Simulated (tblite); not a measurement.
Compound: C4H12GeO2Si.
Numbering: `[CH3:1][C:2](=[O:3])[C@@:4]([CH3:5])([GeH3:6])[O:7][SiH3:8]` (hydrogens: H9, H10, H11 on C1; H12, H13, H14 on C5; H15, H16, H17 on Ge6; H18, H19, H20 on Si8)

Computed with GFN2-xTB (tblite), gas phase: L-BFGS steps from a force-field or distance-geometry start until the largest atomic force falls under 0.01 eV/Å.

Geometry at step 24:
```
atom  x, y, z in Å
C1     -1.9976   -1.0020    0.2157
C2     -0.5439   -0.9681   -0.1701
O3      0.1179   -1.9803   -0.2179
C4      0.0909    0.3675   -0.3679
C5     -0.6398    1.1991   -1.4300
Ge6     0.0729    1.2479    1.4771
O7      1.4279    0.2416   -0.7133
Si8     2.4077   -0.9803   -0.2281
H9     -2.1035   -1.6353    1.0994
H10    -2.3793   -0.0063    0.4261
H11    -2.5691   -1.4518   -0.5946
H12    -0.0091    2.0576   -1.6476
H13    -1.6219    1.5555   -1.1114
H14    -0.7534    0.6048   -2.3391
H15    -0.4170    0.3604    2.5837
H16     1.4843    1.6220    1.7737
H17    -0.8176    2.4519    1.5367
H18     2.0978   -1.4787    1.1149
H19     2.5101   -2.0182   -1.2421
H20     3.6376   -0.1767   -0.1682
```

Problem. Give the atomic forces at this geometry.

Solution. 
```json
{"atom": "C1", "Fx (eV/Å)": "0.006", "Fy (eV/Å)": "0.030", "Fz (eV/Å)": "-0.017"}
{"atom": "C2", "Fx (eV/Å)": "-0.062", "Fy (eV/Å)": "-0.067", "Fz (eV/Å)": "0.267"}
{"atom": "O3", "Fx (eV/Å)": "0.059", "Fy (eV/Å)": "-0.016", "Fz (eV/Å)": "-0.085"}
{"atom": "C4", "Fx (eV/Å)": "-0.118", "Fy (eV/Å)": "-0.082", "Fz (eV/Å)": "-0.075"}
{"atom": "C5", "Fx (eV/Å)": "0.114", "Fy (eV/Å)": "-0.022", "Fz (eV/Å)": "0.057"}
{"atom": "Ge6", "Fx (eV/Å)": "0.033", "Fy (eV/Å)": "-0.106", "Fz (eV/Å)": "-0.030"}
{"atom": "O7", "Fx (eV/Å)": "-0.136", "Fy (eV/Å)": "0.028", "Fz (eV/Å)": "0.068"}
{"atom": "Si8", "Fx (eV/Å)": "-0.041", "Fy (eV/Å)": "0.020", "Fz (eV/Å)": "-0.088"}
{"atom": "H9", "Fx (eV/Å)": "-0.039", "Fy (eV/Å)": "0.035", "Fz (eV/Å)": "-0.133"}
{"atom": "H10", "Fx (eV/Å)": "-0.048", "Fy (eV/Å)": "0.013", "Fz (eV/Å)": "0.012"}
{"atom": "H11", "Fx (eV/Å)": "-0.021", "Fy (eV/Å)": "-0.003", "Fz (eV/Å)": "0.031"}
{"atom": "H12", "Fx (eV/Å)": "-0.044", "Fy (eV/Å)": "0.059", "Fz (eV/Å)": "-0.086"}
{"atom": "H13", "Fx (eV/Å)": "0.158", "Fy (eV/Å)": "-0.128", "Fz (eV/Å)": "0.064"}
{"atom": "H14", "Fx (eV/Å)": "0.034", "Fy (eV/Å)": "0.111", "Fz (eV/Å)": "0.046"}
{"atom": "H15", "Fx (eV/Å)": "-0.002", "Fy (eV/Å)": "-0.079", "Fz (eV/Å)": "0.001"}
{"atom": "H16", "Fx (eV/Å)": "-0.026", "Fy (eV/Å)": "0.096", "Fz (eV/Å)": "0.027"}
{"atom": "H17", "Fx (eV/Å)": "-0.015", "Fy (eV/Å)": "0.116", "Fz (eV/Å)": "-0.083"}
{"atom": "H18", "Fx (eV/Å)": "0.141", "Fy (eV/Å)": "0.059", "Fz (eV/Å)": "0.048"}
{"atom": "H19", "Fx (eV/Å)": "0.001", "Fy (eV/Å)": "0.000", "Fz (eV/Å)": "-0.012"}
{"atom": "H20", "Fx (eV/Å)": "0.008", "Fy (eV/Å)": "-0.064", "Fz (eV/Å)": "-0.013"}
```

The largest, 0.28 eV/Å, acts on C2; the rms over all components is 0.076 eV/Å. The forces sum to zero within rounding, as they must for an isolated molecule in no field.

Problem. Give the force on C2 in Eh/bohr and in nN.

Solution. 0.282 eV/Å ÷ 51.422 = 0.00549 Eh/bohr, and 0.282 eV/Å × 1.602 = 0.45 nN.

Problem. How far is this geometry from the end of the optimisation?

Solution. 0.148 eV above it, and 0.570 Å rms away after alignment. The bonds farthest from their final lengths, with half the difference of the two atoms' forces along the bond (positive lengthens):

```csv
bond,now (Å),final (Å),force along bond (eV/Å)
C4–Ge6,2.044,2.019,+0.01
Ge6–H17,1.499,1.510,+0.10
Ge6–H15,1.501,1.493,+0.01
Si8–H18,1.466,1.458,+0.04
C4–C5,1.534,1.527,-0.08
Si8–H19,1.455,1.462,-0.02
```

The angle farthest from its final value is Ge6–C4–O7, 105.8° against 101.5°.

Of the 2 listed bonds off by 0.010 Å or more, this force points towards the final length in 1.

What follows is the cost of the whole relaxation. On one thread of an Intel Xeon Platinum 8259CL at 2.50 GHz, no GPU, on a shared host, this took 2.3 s of wall time.
